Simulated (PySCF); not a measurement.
Compound: C7H10.
SMILES: `C=C[C@@H]1C(=C)[C@H]1C`

The closed-shell SCF was solved with PySCF and density fitting under several settings on one GFN2-xTB geometry (grid level 2 and gas phase unless stated).

```csv
settings,basis functions,SCF cycles,E (Eh),HOMO (eV),LUMO (eV),dipole (D)
CAM-B3LYP/6-31G-J,124,12,-272.4839,-7.99,1.72,0.58
"mPW1PW91/def2-SVPD, start guess huckel",220,13,-272.4299,-6.96,-0.05,0.66
```

Problem. Estimate the rows for these settings: (1) HCTH407/def2-SVP, fitting basis def2-universal-jkfit; (2) PBE0/pcSseg-1, IEF-PCM chloroform, start guess atom.

Solution. 
| settings | basis functions | SCF cycles | E (Eh) | HOMO (eV) | LUMO (eV) | dipole (D) |
| --- | --- | --- | --- | --- | --- | --- |
| HCTH407/def2-SVP, fitting basis def2-universal-jkfit | 148 | 11 | -272.4851 | -5.88 | -0.97 | 0.66 |
| PBE0/pcSseg-1, IEF-PCM chloroform, start guess atom | 169 | 10 | -272.3075 | -6.95 | 0.05 | 0.80 |

Problem. Over all rows, what range does the HOMO–LUMO gap span?

Solution. From 4.91 eV (HCTH407/def2-SVP, fitting basis def2-universal-jkfit) to 9.71 eV (CAM-B3LYP/6-31G-J). The functional of the narrowest has no exact exchange, that of the widest range-separated exact exchange.

Problem. And the dipole moment?

Solution. From 0.58 D (CAM-B3LYP/6-31G-J) to 0.80 D (PBE0/pcSseg-1, IEF-PCM chloroform, start guess atom); the largest is 1.38 times the smallest, and the median is 0.66 D.

Whole jobs, the steps after the SCF included, on an Arm Neoverse V1 with one thread, on a shared host:

```tsv
settings	work after the SCF	wall time	peak memory
CAM-B3LYP/6-31G-J	shieldings, ring-centre shieldings	20 s	0.80 GiB
mPW1PW91/def2-SVPD, start guess huckel	12 singlets by TDA, 2 Tamm–Dancoff triplets, polarisability	44 s	0.90 GiB
HCTH407/def2-SVP, fitting basis def2-universal-jkfit	shieldings, ring-centre shieldings, charges and field gradients	26 s	0.85 GiB
PBE0/pcSseg-1, IEF-PCM chloroform, start guess atom	shieldings, ring-centre shieldings, charges and field gradients	26 s	1.1 GiB
```

Cycle counts include a coarse-grid stage where the run had one. Geometry: GFN2-xTB, one conformer.

Shape of the structure used: `[CH2:1]=[CH:2][C@@H:3]1[C:4](=[CH2:5])[C@H:6]1[CH3:7]`: C1–C2–C3–C4 -145°.
